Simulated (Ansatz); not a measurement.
Ideal-gas functions of `BCC=O` at 400 K and 1 bar, from an Ansatz frequency run at PBE0-D4/def2-TZVP.

Molar mass 55.87 g/mol, point group C1 (symmetry number 1), electronic degeneracy 1, moments of inertia 18.492, 110.139, 114.703 u Å². Harmonic wavenumbers (cm⁻¹, unscaled): 114, 250, 304, 477, 577, 779, 859, 988, 1058, 1104, 1156, 1210, 1269, 1382, 1420, 1840, 2588, 2677, 2893, 2956, 3129.

Use S(trans) = R[1.5 ln M + 2.5 ln T − 1.1517]; rotational temperatures θ = 24.2544 K / I; S(rot) = R[ln(√π/σ · √(T³/θAθBθC)) + 1.5]; for each mode x = 1.438777 ν̃/T, S = R[x/(eˣ − 1) − ln(1 − e⁻ˣ)] and H = RT x/(eˣ − 1); 1 cm⁻¹ = 0.0119627 kJ/mol; R = 8.31446 J/(mol·K).

Task: By hand: the entropy, in J/(mol·K).

Result: Translation 165.1. Rotation: θ = 1.3116, 0.2202, 0.2115 K, giving 103.6. Vibration, mode by mode: 15.78, 9.47, 7.97, 4.78, 3.59, 2.03, 1.61, 1.11, 0.91, 0.79, 0.68, 0.58, 0.49, 0.35, 0.31, 0.08, 0.01, 0.01, 0.00, 0.00, 0.00, in all 50.6. Electronic 0.0. Sum 319.3 J/(mol·K).

Task: By hand: H − E and G − E in kJ/mol, counted from the electronic energy.

Result: Zero-point energy ½ × 29030 × 0.0119627 = 173.6; thermal vibration 11.6; translation, rotation and pV give 4 RT = 13.3. H − E = 198.5 kJ/mol, and G − E = 198.5 − 400 × 319.3/1000 = 70.8 kJ/mol.

Vibration gives 16 % of the entropy, 15.8 J/(mol·K) of it from the mode under 150 cm⁻¹: soft modes count most, and the harmonic formula is weakest for them. The sum counts one conformer and one mirror image; others add a mixing term.
